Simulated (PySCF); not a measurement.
W (tungsten, neutral) across methods

[Xe] 4f14 5d4 6s1 7s1, high-spin 7D determinant (an excited configuration). Computed with PySCF 2.14 in aug-cc-pVTZ-PP with one added diffuse shell each of s, p, d, f, g type with ECP60MDF (7s7p6d4f3g, 113 functions), with a scalar-relativistic core potential.

| method | E (hartree) | mean ε 5d α (eV) | mean ε 6s α (eV) | mean ε 7s α (eV) | Σ⟨r²⟩ (bohr²) | ⟨S²⟩ |
| --- | --- | --- | --- | --- | --- | --- |
| wB97M-V | -67.0087 | -12.899 | -12.113 | -2.232 | 125.2 | 12.002 |
| PBE0 | -67.0966 | -10.745 | -10.197 | -1.862 | 125.4 | 12.002 |
| BP86 | -67.1971 | -9.382 | -9.614 | -1.668 | 122.4 | 12.001 |
| LDA | -66.9405 | -9.330 | -9.719 | -1.621 | 121.7 | 12.000 |
| PBE | -67.1301 | -9.329 | -9.479 | -1.625 | 123.7 | 12.001 |
| r2SCANh | -67.1229 | -10.260 | -10.029 | -1.655 | 124.8 | 12.002 |
| UHF | -66.54970 | -14.444 | -12.111 | -2.317 | 135.6 | 12.005 |
| r2SCAN | -67.1410 | -9.742 | -9.735 | -1.569 | 124.3 | 12.002 |

Energies and moments cover only the electrons outside the core potential. Spin-orbit coupling, absent here, splits the open shell strongly. The outer electron is Rydberg-like, and this basis confines it to a smaller radius and binds it less than a complete one would.
